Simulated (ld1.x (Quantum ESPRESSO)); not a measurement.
## Building the PAW potential for platinum (BLYP, scalar-relativistic).

ld1.x (Quantum ESPRESSO) 7.5 input, shortened:

```
&input
   title='Pt', zed=78., rel=1, dft='BLYP', iswitch=3,
   config='[Xe] 4f14 5d8 6s0 6p0'
 /
 &inputp
   pseudotype=3, lpaw=.true., tm=.true., lloc=-2, rcloc=1.45,
   nlcc=.true., new_core_ps=.true., rcore=0.75,
   which_augfun='BESSEL', rmatch_augfun=1.15
 /
6
5S  1  0   2.00   0.00  1.20  1.30  0.0
6S  2  0   0.00   0.00  1.20  1.30  0.0
5P  2  1   6.00   0.00  1.40  1.50  0.0
6P  3  1   0.00   0.00  1.40  1.50  0.0
5D  3  2   8.00   0.00  1.80  2.40  0.0
5D  3  2   0.00  -0.75  1.80  2.40  0.0
 &test
   configts(1)='5s2 5p6 5d8 6s0 6p0'
 /
```

Calculated quality:

* Configuration tests: test run stopped at test 3 of 7 (negative rho)
* Lowest eigenvalue of the overlap operator: -1.11 (d channel); it is negative, so in a basis up to 400 Ry S is not positive definite and the file is unfit for use

The ghost test of this file was not conclusive. Its overlap operator is not positive definite in a basis up to 400 Ry (lowest eigenvalue d -1.11), so the file is unfit for use: the generalised eigenproblem breaks down once the basis is large enough, and its test numbers describe a broken file.

Generation and tests took about 1.6 s on one core of a shared server CPU.
